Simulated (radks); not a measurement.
Q: These are the eigenvalues of the occupied orbitals of an atom or ion with whole-number occupations (hartree). Calculated with a radial shooting solver on a logarithmic mesh with Libxc functionals: scalar-relativistic Kohn-Sham, PBE, spin-polarised, spherical densities, finite nucleus; Fermi nuclear charge, rms radius of each element as measured or else 0.836 A^(1/3) + 0.57 fm.

orbital  eigenvalue
1s up     -1595.165
1s down   -1595.165
2s up     -258.3083
2s down   -258.3079
2p up     -230.9593
2p down   -230.9590
3s up     -56.35886
3s down   -56.32580
3p up     -47.73236
3p down   -47.69944
3d up     -35.75657
3d down   -35.73109
4s up     -11.53281
4s down   -11.44407
4p up      -8.70214
4p down    -8.61299
4d up      -4.67533
4d down    -4.58590
5s up      -1.74109
5s down    -1.68821
5p up      -1.03005
5p down    -0.99012
4f up      -0.39975
6s up      -0.19675
6s down    -0.17561
6p up      -0.08874

Which element is it, and in what charge state? The configuration may be excited. Open shells, if any, are filled with parallel spins first.

A: Z = 60, neodymium, charge 0: Nd in [Xe] 4f3 6s2 6p1. The list shows which subshells hold electrons but not how many an open one holds; the 1s level, -1595.2 hartree, gives Z - s = 56.5 by -(Z - s)^2/2, which with screening and relativity narrows Z to a few neighbours, and the depths of the outer levels then fix element, charge and occupations together.
